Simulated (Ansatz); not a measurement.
Start from `FCC1=CS1` and change one atom or group to get `[SiH3]C1=CS1`.

Ansatz, PBE0-D4/def2-TZVP geometries, multiplicity 1. Each molecule was computed in one conformer, which needn't be the lowest.

```json
{"property": "HOMO–LUMO gap (PBE0/def2-TZVPP) / eV", "`FCC1=CS1`": "4.73"}
{"property": "ideal-gas entropy at 298 K and 1 bar (rigid rotor, harmonic PBE0-D4/def2-TZVP) / J/(mol·K)", "`FCC1=CS1`": "317"}
{"property": "HOMO energy (PBE0/def2-TZVPP) / eV", "`FCC1=CS1`": "-5.70"}
{"property": "HOMO energy (B3LYP/def2-TZVPP) / eV", "`FCC1=CS1`": "-5.49"}
{"property": "size of the dipole moment (ωB97M-V/def2-TZVPP) / D", "`FCC1=CS1`": "3.17"}
{"property": "LUMO energy (B3LYP/def2-TZVPP) / eV", "`FCC1=CS1`": "-1.20"}
```

Q: Give the same properties after the change, and the shifts. (Best estimate.)

A: The calculation gave: 
```tsv
property	`[SiH3]C1=CS1`	shift
HOMO–LUMO gap (PBE0/def2-TZVPP) / eV	4.54	-0.19
ideal-gas entropy at 298 K and 1 bar (rigid rotor, harmonic PBE0-D4/def2-TZVP) / J/(mol·K)	319	2
HOMO energy (PBE0/def2-TZVPP) / eV	-5.66	0.04
HOMO energy (B3LYP/def2-TZVPP) / eV	-5.44	0.05
size of the dipole moment (ωB97M-V/def2-TZVPP) / D	2.14	-1.03
LUMO energy (B3LYP/def2-TZVPP) / eV	-1.32	-0.12
```

Dipoles are sizes alone; their direction can turn.

B3LYP here is the variant with VWN-RPA as its local correlation; programs differ in this.
